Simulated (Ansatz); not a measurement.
`C/N=C/Cl` + `CB[SiH2]S` → `CB[SiH2]SC` + `N=CCl`  (substitution at a C–N bond)

Calculated with Ansatz (gas phase, PBE0-D4/def2-TZVP geometries, no zero-point term in ΔE). CCSD(T)/CBS adds triple-zeta CCSD(T) − MP2 to the extrapolated MP2 energy (def2 sets, frozen cores). This one scheme is used for every species. DFT in def2-TZVPP. One conformer a species, not always the lowest.

```
             level  ΔE (kcal/mol)
           r2SCAN0           -0.9
SCS-MP2/def2-TZVPP           -0.8
   CCSD/def2-TZVPP           -0.5
    MP2/def2-QZVPP           -1.6
```

Problem. What does CCSD(T)/CBS give? (Estimate.)

Solution. The calculation gave: -1.5 kcal/mol. The listed levels differ from it by 0.6, 0.7, 1.0, -0.1 kcal/mol.

Largest T1 diagnostic among the species: 0.012.

In def2-TZVPP, CCSD(T) changes the Hartree–Fock value by −1.0 kcal/mol (the triples alone add −0.3 kcal/mol) and MP2 by −1.4 kcal/mol. At CCSD(T), def2-SVP lies +3.2 kcal/mol from the extrapolated value and def2-TZVPP +0.7 kcal/mol. Leaving LDA and LC-ωPBE aside and taking each functional with its dispersion term where it has one, the values, not all of them listed here, spread over 1.6 kcal/mol, from revPBE-D4 to CAM-B3LYP-D4. LDA lies +1.5 kcal/mol from PBE without D4.
